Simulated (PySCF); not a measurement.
Te(Br)(SeH) (BrHSeTe), SMILES Br[Te][SeH].

The structure is a stationary point at PBE0-D3(BJ)/def2-SVP. This is a generated structure with no PubChem entry under its InChIKey; it may be hypothetical. The def2 effective core potentials stand for the cores of Te; spin–orbit coupling is left out. One conformer was computed; it need not be the lowest.

Two levels are set side by side: PBE/def2-TZVPD (PySCF) and B3LYP/def2-TZVPD (PySCF). Same geometry, gas phase. Differences are taken from unrounded values.

| quantity | B3LYP | PBE | PBE minus B3LYP |
|---|---|---|---|
| orbital gap (eV) | 3.45 | 2.06 | -1.39 |
| highest occupied level (eV) | -6.44 | -5.57 | 0.87 |
| lowest empty level (eV) | -2.99 | -3.51 | -0.52 |
| dipole moment (D) | 1.85 | 1.79 | -0.07 |
| mean polarisability (bohr³) | 98.0 | 100.1 | 2.1 |

PBE's occupied levels lie high since its potential decays too fast outside the molecule; exact exchange lowers them and widens the gap. Differences between two approximate levels are no errors against the true value.

Rough cost on one machine, each run with all the roots and properties that it gave: B3LYP against PBE within a factor of 2.
